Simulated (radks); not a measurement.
Values are calculated unless marked as measured or tabulated.
Spherical jellium clusters: N electrons in a uniform positive sphere of charge N and radius rs N^(1/3), rs = 4.07 bohr. Level of theory: non-relativistic Kohn-Sham, LDA (Slater exchange, Perdew-Wang correlation), spin-polarised, spherical densities (a radial shooting solver with Libxc functionals). Levels are named by radial order and angular momentum (1s, 1p, 1d, 2s, ...), and open shells are averaged over m.

N = 23, configuration 1s2 1p6 1d10 2s2 1f(up 3, down 0). This is the lowest configuration that the search found. Occupied and some empty levels:

| level | occupation | eigenvalue (eV) | <r> (bohr) |
|---|---|---|---|
| 1s up | 1 | -5.0645 | 7.344 |
| 1s down | 1 | -4.9496 | 7.134 |
| 1p up | 3 | -4.4135 | 8.500 |
| 1p down | 3 | -4.2585 | 8.406 |
| 1d up | 5 | -3.5525 | 9.335 |
| 1d down | 5 | -3.3775 | 9.308 |
| 2s up | 1 | -3.0039 | 7.497 |
| 2s down | 1 | -2.9205 | 7.612 |
| 1f up | 3 | -2.5264 | 10.08 |
| 1f down | 0 | -2.3454 | 10.10 |
| 2p up | 0 | -1.8438 | 9.252 |
| 2p down | 0 | -1.7574 | 9.320 |
| 1g up | 0 | -1.3792 | 10.86 |
| 1g down | 0 | -1.2046 | 10.95 |
| 2d up | 0 | -0.79579 | 11.63 |
| 2d down | 0 | -0.71340 | 11.82 |

Energy (eV): total -42.7198, kinetic 38.947, external -1474.6, Hartree 729.53, exchange-correlation -82.795, background 746.20.
